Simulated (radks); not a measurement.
Values are calculated unless marked as measured or tabulated.
Q: Se21+, 13 electrons, occupied as [Ne] 3s2 3p1. Level of theory: Dirac Kohn-Sham, PBE, spin-unpolarised, spherical densities, finite nucleus; open shells fill j = l - 1/2 first; Fermi nuclear charge, rms radius 4.14 fm (a radial shooting solver on a logarithmic mesh with Libxc functionals). Some entries of the table are withheld. Estimate them.

orbital,occ.,eigenvalue (eV),r(max) (bohr)
1s1/2,2,-13409.24,0.02879
2s1/2,2,-2478.749,0.1636
2p1/2,2,(1),0.1287
2p3/2,4,(2),0.1317
3s1/2,2,-921.4210,0.4550
3p1/2,1,-869.1461,0.4366
3p3/2,0,-859.4653,0.4424
3d3/2,0,-782.9750,(3)
3d5/2,0,-780.9369,(4)
4s1/2,0,(5),(6)

A: 
(1) 2p1/2 eigenvalue (eV): -2321.984
(2) 2p3/2 eigenvalue (eV): -2279.060
(3) 3d3/2 r(max) (bohr): 0.3585
(4) 3d5/2 r(max) (bohr): 0.3600
(5) 4s1/2 eigenvalue (eV): -473.9385
(6) 4s1/2 r(max) (bohr): 0.9224
